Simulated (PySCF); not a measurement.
**Cu⁺: ionisation energy**

Cu⁺ [Ar] 3d10 (1S) → Cu²⁺ [Ar] 3d9 (2D), as a difference of total energies. All numbers are calculated (PySCF 2.14, the non-relativistic Hamiltonian (point nucleus), in def2-SVP (5s3p2d1f, 31 functions)). Correlated levels: valence: [Ar] frozen. The calculations carry no spin-orbit coupling.

```json
{"method": "UHF", "ionisation energy (eV)": "17.454"}
{"method": "M06-L", "ionisation energy (eV)": "20.304"}
{"method": "BP86", "ionisation energy (eV)": "21.002"}
{"method": "MP2 (valence)", "ionisation energy (eV)": "20.216"}
{"method": "SCS-MP2 (valence)", "ionisation energy (eV)": "19.863"}
```

Q: How much does correlation contribute at MP2 (valence)?

A: 20.216 − (17.454) = 2.762 eV, measured against UHF.

These non-relativistic numbers lack the scalar-relativistic shift.

The reference lies between the lowest fine-structure levels, while these numbers refer to the centres of the terms.

Errors of the correlated levels include the incompleteness of this basis and the frozen core.

For comparison: 20.292 eV (measured; NIST Atomic Spectra Database, ionization energies).
